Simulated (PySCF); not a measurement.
SeHBr, SMILES Br[SeH].

The structure is a stationary point at B3LYP-D3(BJ)/def2-TZVP.

Vertical ionisation energy (IE) and electron affinity (EA) in eV. Rows of orbital energies are one-electron estimates. Where ΔSCF, EOM or ADC give a negative EA the extra electron is unbound and the value depends on the basis.

```json
[
 {"level": "−ε(HOMO), −ε(LUMO), PBE/def2-TZVPD (PySCF)", "IE": "5.86", "EA": "3.70"},
 {"level": "−ε(HOMO), −ε(LUMO), ωB97X/def2-TZVPD (PySCF)", "IE": "9.33", "EA": "0.70"},
 {"level": "ADC(2)/aug-cc-pVDZ (PySCF)", "IE": "(withheld)", "EA": "(withheld)"}
]
```

Fill in the missing entries. (Estimate from the structure and the level; the computed values follow.)


- ADC(2)/aug-cc-pVDZ (PySCF), IE: 8.86
- ADC(2)/aug-cc-pVDZ (PySCF), EA: 0.74

Beyond the first one, list the lowest photoelectron lines from ADC(2)/aug-cc-pVDZ (PySCF) with their pole strengths (two spins summed). (Estimate from the structure and the level; the computed values follow.)

10.42 eV (1.80), 11.27 eV (1.77), 12.56 eV (1.81), 14.19 eV (1.79).
